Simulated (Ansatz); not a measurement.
Born–Oppenheimer molecular dynamics of C₂H₆SSi (10 atoms, charge 0, multiplicity 1). It starts at the highest image of a converged band. Of that band: Neighbouring images differ by up to 1.4 eV, so the band resolves the path poorly. A vibrational analysis at the climbing image gives one clearly imaginary mode, 1033i cm⁻¹: a first-order saddle point.

The calculation used RKS B3LYP/def2-SVP (Ansatz).

```yaml
ensemble: NVE (velocity Verlet)
time_step: 0.5 fs
steps_asked: 200
starting_velocities_drawn_for: 100 K
seed: 11263
```

First frame:

```xyz
10
Properties=species:S:1:pos:R:3
C -0.189 1.620 0.134
Si -1.339 0.721 -0.913
S -0.830 -1.388 -0.927
C 0.773 -1.521 -0.042
H -1.948 1.219 0.446
H 0.748 1.323 0.631
H -0.433 2.681 0.286
H 0.654 -1.307 1.030
H 1.526 -0.844 -0.472
H 1.121 -2.556 -0.169
```

How far do the bonds stretch over the last three quarters of this one trajectory? (Pairs bonded in most of those frames.)


```
  bond  mean (Å)  spread (Å)  shortest  longest
C1–Si2     2.030       0.190      1.68     2.29
 C1–H5     1.194       0.141      0.93     1.40
 C1–H6     1.117       0.031      1.05     1.18
 C1–H7     1.109       0.027      1.05     1.16
Si2–S3     2.155       0.042      2.08     2.21
 S3–C4     1.851       0.021      1.82     1.88
 C4–H8     1.099       0.005      1.09     1.11
 C4–H9     1.099       0.006      1.09     1.11
C4–H10     1.099       0.003      1.09     1.11
```

Mean temperature of the second half: 1075 K. The conserved energy stayed within 1.4 meV per atom of its start (net change 0.15 meV per atom), so the integration is sound. The kinetic energy rose, since the run started high on the potential surface and went downhill. A run of 0.1 ps of so small a system gives no equilibrium averages. The orbitals stay closed-shell, which can raise the energy where a bond breaks towards radicals; this wasn't checked here.

Time of the run: 4.7 min on 2 threads of Intel(R) Xeon(R) Platinum 8488C (Sapphire Rapids), with other jobs on the host, peak memory 0.2 GiB.
